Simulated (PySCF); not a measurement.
## Two-component Hartree-Fock for Te⁴⁷⁺ (tellurium, charge +47)

Start: [He] 2s2 2p1; 2p3/2 filled at m_j = +3/2. Calculated with PySCF 2.14 in an uncontracted even-tempered set (17 s from 26 bohr⁻², ratio 2.4; 12 p from 34 bohr⁻², ratio 2.4; 5 d from 110 bohr⁻², ratio 2.6; 4 f from 170 bohr⁻², ratio 2.6): generalised Hartree-Fock with the X2C-1e Hamiltonian and a Gaussian nucleus; one run each with spin-orbit coupling (SO) screened by Boettger's factors, then bare. This is a chosen level, not necessarily the ground level.

| spinor shell | electrons | ε, screened SO (eV) | ε, bare SO (eV) | weight of nominal j (bare SO) | rms radius, bare SO (bohr) |
| --- | --- | --- | --- | --- | --- |
| 1s1/2 | 2 | -36350.9 | -36351.0 | 1.000 | 0.0316 |
| 2s1/2 | 2 | -8621.6 | -8621.7 | 1.000 | 0.123 |
| 2p3/2 | 1 | -8197.4 | -8193.8 | 1.000 | 0.109 |

```json
{"quantity": "E (hartree)", "screened SO": "-3731.85075", "bare SO": "-3731.71535"}
{"quantity": "M_J", "screened SO": "3/2", "bare SO": "3/2"}
{"quantity": "⟨J²⟩", "screened SO": "3.750", "bare SO": "3.750"}
{"quantity": "⟨L²⟩", "screened SO": "2.000", "bare SO": "2.000"}
{"quantity": "⟨S²⟩", "screened SO": "0.750", "bare SO": "0.750"}
```

Each row is a mean over spinors that exchange with the open shell spreads, by up to 43.139 eV (2s1/2).

Breit and QED terms are absent; they matter most for the inner s and p1/2 levels.

Densities and radii are taken from the X2C orbitals without a picture-change correction, which distorts them close to the nucleus.
